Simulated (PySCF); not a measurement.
Run record: geometry optimisation, [TaCl6]- (`[Cl][Ta-]([Cl])([Cl])([Cl])([Cl])[Cl]`).

Method: PBE0-D3(BJ)/def2-SVP geometry optimisation, gas phase, def2 core potentials past Kr (PySCF 2.14.0). Start geometry: GFN2-xTB. A driver script takes a list of jobs; this job's settings line and coordinates (Å) are shown.

Input:
```
{"job": {"xc": "PBE0", "basis": "def2-SVP", "d3": "d3bj", "grid": 1, "maxiter": 30, "kind": "geom"}, "charge": -1, "multiplicity": 1}
Ta     0.000230     0.000150     0.000010
Cl    -0.007370     0.000390     2.357180
Cl     0.030560     0.018810    -2.356860
Cl     2.357080    -0.002360     0.013860
Cl    -2.356700    -0.017070    -0.024130
Cl    -0.019610     2.357100     0.013990
Cl    -0.004190    -2.357010    -0.004050
```

Output:
```
step   0  E = -2816.92068185  max force = 0.004942
step   1  E = -2816.92092375  max force = 0.002368
step   2  E = -2816.92102135  max force = 0.000554
step   3  E = -2816.92095407  max force = 0.001374
step   4  E = -2816.92103159  max force = 0.000422
step   5  E = -2816.92103936  max force = 0.000142
optimisation converged
```

Energies in Eh; «max force» is the largest Cartesian gradient component in Eh/bohr.

Q: Give the first gradient maximum in eV/Å.

A: With 1 Eh/bohr = 51.422 eV/Å, 0.254 eV/Å.

Main results: final energy -2816.92104 Eh after 5 steps.

Q: Where do the atoms end?

A: 0.014 Å rms from the input after alignment:
```
atom  x, y, z in Å
Ta1    0.0003    0.0001   -0.0003
Cl2   -0.0143   -0.0046    2.3703
Cl3    0.0242    0.0142   -2.3707
Cl4    2.3708    0.0031    0.0168
Cl5   -2.3703   -0.0129   -0.0207
Cl6   -0.0124    2.3706    0.0112
Cl7    0.0017   -2.3705   -0.0066
```

On Intel Xeon Platinum 8488C, one thread (shared host), this took 84 s of wall time and 0.64 GiB of memory at its peak.
Labels such as C1 count atoms from 1, the log's own numbers from 0.
